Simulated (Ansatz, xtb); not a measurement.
**C4H9BrOSi: which of two isomers lies lower**

We compare I, `Br[C@@H]1CCCO[SiH2]1`, a singlet, with II, `C=C(Br)O[SiH](C)C`, a singlet. Both are isolated molecules in the gas phase, relaxed with PBE0-D3(BJ)/def2-SVP; the shapes shown needn't be the lowest conformers.

I (Å):

```xyz
16

C    -1.8425   -0.1233    1.2064
C    -0.3558   -0.3840    1.4283
C     0.3842   -0.5279    0.0943
C     0.3739    0.7390   -0.7512
Br   -2.7976    0.1427    2.8898
O    -0.9282    1.1525   -1.1053
Si   -2.0638    1.3900    0.0988
H    -2.3176   -1.0020    0.7437
H    -0.2189   -1.2891    2.0423
H     0.0798    0.4516    2.0048
H    -0.0601   -1.3511   -0.4918
H     1.4317   -0.8103    0.2891
H     0.9316    0.5707   -1.6861
H     0.8979    1.5500   -0.2055
H    -3.4038    1.4680   -0.5370
H    -1.7627    2.6188    0.8941
```

II (Å):

```yaml
atoms:
  - { symbol: C, position_ang: [0.7598, 1.7322, 0.1823] }
  - { symbol: C, position_ang: [0.2745, 1.1941, -0.9376] }
  - { symbol: C, position_ang: [-2.6143, -0.6597, -1.6354] }
  - { symbol: C, position_ang: [-0.3490, -2.7827, -1.7776] }
  - { symbol: Br, position_ang: [-0.3641, 2.3425, -2.3413] }
  - { symbol: O, position_ang: [0.2176, -0.1005, -1.1948] }
  - { symbol: Si, position_ang: [-0.8579, -1.0296, -2.1426] }
  - { symbol: H, position_ang: [0.8116, 2.8107, 0.3144] }
  - { symbol: H, position_ang: [1.1179, 1.0662, 0.9696] }
  - { symbol: H, position_ang: [-0.6247, -0.6971, -3.5775] }
  - { symbol: H, position_ang: [-2.8672, 0.3937, -1.8270] }
  - { symbol: H, position_ang: [-2.7612, -0.8635, -0.5633] }
  - { symbol: H, position_ang: [-3.3168, -1.2894, -2.2044] }
  - { symbol: H, position_ang: [-0.9432, -3.4893, -2.3781] }
  - { symbol: H, position_ang: [0.7134, -2.9388, -2.0181] }
  - { symbol: H, position_ang: [-0.5002, -3.0219, -0.7139] }
```

Quicker runs give these differences E(II) − E(I): GFN2-xTB +1.019 eV; HF/STO-3G +0.921 eV (at GFN2-xTB geometries); r2SCAN-D4/def2-SVP +0.095 eV (at GFN2-xTB geometries).

Problem. Estimate E(II) − E(I) at the level CCSD(T)/def2-SVP + ΔMP2/def2-TZVPP.

Solution. Calculated at CCSD(T)/def2-SVP + ΔMP2/def2-TZVPP: E(II) − E(I) = +0.158 eV, so structure I lies lower.

How the difference moves with the method:

| level | geometry | E(II) − E(I) (eV) | departure from the last row (eV) | job, with rough time for the two |
| --- | --- | --- | --- | --- |
| GFN2-xTB | GFN2-xTB | +1.019 | +0.861 | optimisation, 0.57 s |
| HF/STO-3G | GFN2-xTB | +0.921 | +0.763 | single point, 0.6 s |
| r2SCAN-D4/def2-SVP | GFN2-xTB | +0.095 | −0.063 | single point, 5.7 s |
| PBE0-D3(BJ)/def2-SVP | PBE0-D3(BJ)/def2-SVP | +0.265 | +0.107 | optimisation, 1.9 min |
| HF/def2-SVP | PBE0-D3(BJ)/def2-SVP | +0.231 | +0.073 | part of the CCSD(T) run |
| MP2/def2-SVP | PBE0-D3(BJ)/def2-SVP | +0.296 | +0.138 | part of the CCSD(T) run |
| CCSD(T)/def2-SVP | PBE0-D3(BJ)/def2-SVP | +0.277 | +0.119 | single point |
| CCSD(T)/def2-SVP + ΔMP2/def2-TZVPP | PBE0-D3(BJ)/def2-SVP | +0.158 |  | single point, 2.9 min |

As drawn, II has 1 C=C, 1 C–Si, 1 C–H in place of 3 C–C, 1 Si–H. Structure I has a 6-membered ring, II no ring.

None of the levels shown reverses the order. The largest departure from CCSD(T)/def2-SVP + ΔMP2/def2-TZVPP is that of GFN2-xTB, 0.861 eV. The last row adds to CCSD(T) the change of the MP2 difference between the two basis sets, here −0.119 eV.

With thermal terms from frequencies at re-optimised GFN2-xTB minima (ideal gas, soft modes damped towards free rotors, one conformer each, 298.15 K, 1 atm): the zero-point term adds −0.121 eV; ΔH is +0.108 and ΔG −0.058 eV. The free energy reverses the electronic order.

The correlated steps freeze 19 core orbitals; the filled d shell of Br is correlated, in a basis made for valence electrons. Mirror images aren't counted in ΔG. Programs: Ansatz 0.2.0, xtb 6.7.1; the last row on 4 threads of Arm Neoverse V1 on a shared host.
